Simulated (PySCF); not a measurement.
Compound: 6-methylpyridine-2-carbonitrile, C₇H₆N₂.
SMILES with atom numbers: `[CH3:1][c:2]1[cH:3][cH:4][cH:5][c:6]([C:7]#[N:8])[n:9]1`

Definitions: NICS(0) = −σiso at the ring centroid; NICS(1) = −σiso and NICS(1)zz = −σzz at ±1 Å along the ring normal z. Level: GIAO B3LYP/pcSseg-1 (PySCF, non-relativistic, gas phase) on the PBE0-D3(BJ)/def2-SVP geometry, one conformer.

Ring bond lengths (Å): C2–C3 1.406, C3–C4 1.388, C4–C5 1.393, C5–C6 1.397, C6–N9 1.335, N9–C2 1.330.

Problem. What do the NICS probes read (ppm)?

Solution. 
```tsv
ring	type	NICS(0)	NICS(1), two faces	NICS(1)zz, two faces	rms pucker (Å)	centre to ring atoms, mean (Å)
C2–C3–C4–C5–C6–N9	6-membered ring with N; formal bonds all aromatic	-7.5	-10.9 / -10.9	-26.3 / -26.3	0.00	1.37
```

Problem. What do they say, and how far can they be read as aromaticity?

Solution. 
- C2–C3–C4–C5–C6–N9: mean NICS(1)zz -26.3 ppm, shielded. For a flat ring without four-coordinate atoms the NICS criterion counts such a value as aromatic.

Problem. What does the geometric index give? HOMA = 1 − mean of α(R − Ropt)² over the ring bonds, with Krygowski's 1993 parameters (CC: Ropt 1.388 Å, α 257.7 Å⁻²; CN: Ropt 1.334 Å, α 93.52 Å⁻²).

Solution. 
- C2–C3–C4–C5–C6–N9: HOMA 0.98; the largest term is that of C2–C3, α(R − Ropt)² = 0.08. The geometric and the magnetic index point the same way.

Problem. How shielded are the nuclei of the rings and their hydrogens (means over atoms taken as equivalent)?

Solution. 
```json
{"atoms": "C2", "environment": "substituted aromatic carbon", "σ isotropic (ppm)": "13.0", "principal values of the symmetric part, first atom (ppm)": "-87.8, -16.1, 142.9"}
{"atoms": "C3", "environment": "aromatic CH carbon", "σ isotropic (ppm)": "48.3", "principal values of the symmetric part, first atom (ppm)": "-60.9, 41.9, 164.0"}
{"atoms": "C4", "environment": "aromatic CH carbon", "σ isotropic (ppm)": "37.3", "principal values of the symmetric part, first atom (ppm)": "-77.8, 17.4, 172.4"}
{"atoms": "C5", "environment": "aromatic CH carbon", "σ isotropic (ppm)": "46.5", "principal values of the symmetric part, first atom (ppm)": "-66.1, 38.4, 167.3"}
{"atoms": "C6", "environment": "substituted aromatic carbon", "σ isotropic (ppm)": "40.0", "principal values of the symmetric part, first atom (ppm)": "-71.7, 59.8, 131.8"}
{"atoms": "N9", "environment": "pyridine-type nitrogen", "σ isotropic (ppm)": "-104.2", "principal values of the symmetric part, first atom (ppm)": "-405.4, -172.8, 265.7"}
{"atoms": "H on C3", "environment": "aromatic hydrogen", "σ isotropic (ppm)": "24.21", "principal values of the symmetric part, first atom (ppm)": "21.0, 22.8, 28.8"}
{"atoms": "H on C4", "environment": "aromatic hydrogen", "σ isotropic (ppm)": "23.79", "principal values of the symmetric part, first atom (ppm)": "20.7, 23.9, 26.8"}
{"atoms": "H on C5", "environment": "aromatic hydrogen", "σ isotropic (ppm)": "24.05", "principal values of the symmetric part, first atom (ppm)": "21.3, 23.0, 27.8"}
```

Problem. How do the values depend on the level or the medium?

Solution. 
```
              level  NICS(0), C2–C3–C4–C5–C6–N9  mean NICS(1)zz, C2–C3–C4–C5–C6–N9
B3LYP/pcSseg-1, gas                        -7.5                              -26.3
 PBE0/pcSseg-1, gas                        -7.6                              -26.7
```

The geometry is the same throughout.

The run took 20 s of wall time on an Arm Neoverse V1 with one thread, on a shared host. This is the whole shielding run at B3LYP/pcSseg-1, SCF included.
